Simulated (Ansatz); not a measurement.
The same path of BGeH7Si (10 atoms, charge 0, multiplicity 1) was run twice with different band settings.

Theory: RKS PBE/def2-SVP in Ansatz 0.2.0.

Relaxed end points:

```xyz
10
Properties=species:S:1:pos:R:3
B -1.843 0.598 -0.383
Ge 0.140 1.000 -0.106
Si 1.157 -1.150 0.336
H -2.600 0.551 0.566
H -2.264 0.309 -1.486
H 0.473 1.888 1.126
H 0.881 1.577 -1.344
H 2.642 -0.976 0.516
H 0.583 -1.754 1.589
H 0.914 -2.095 -0.810
```

```xyz
10
Properties=species:S:1:pos:R:3
B -1.765 0.998 -0.125
Ge -0.052 0.276 -0.819
Si 1.345 -1.291 0.375
H -2.365 0.308 0.673
H -2.258 1.934 -0.718
H -0.616 1.428 0.471
H 0.883 1.212 -1.660
H 2.563 -0.628 0.962
H 0.552 -1.958 1.463
H 1.796 -2.330 -0.618
```

Common settings: movable images 9; climbing image yes; optimiser quadratic models (default); start path through a guess of the saddle point; force threshold 0.05 eV/Å; iteration limit 60; end points relaxed.

| run | spring |
| --- | --- |
| 1 | 5.0 eV/Å² |
| 2 | 50.0 eV/Å² |

Question: What does each run give, and how far can it be trusted?

Answer: Run 1: converged after 19 iterations, highest image 0.189 eV above the first end. A vibrational analysis at the climbing image gives one clearly imaginary mode, 364i cm⁻¹: a first-order saddle point.
Run 2: converged after 21 iterations, highest image 0.189 eV above the first end. Another band between the same ends (9 images) ends at a top of the same energy, where a vibrational analysis finds 1 clearly imaginary mode.
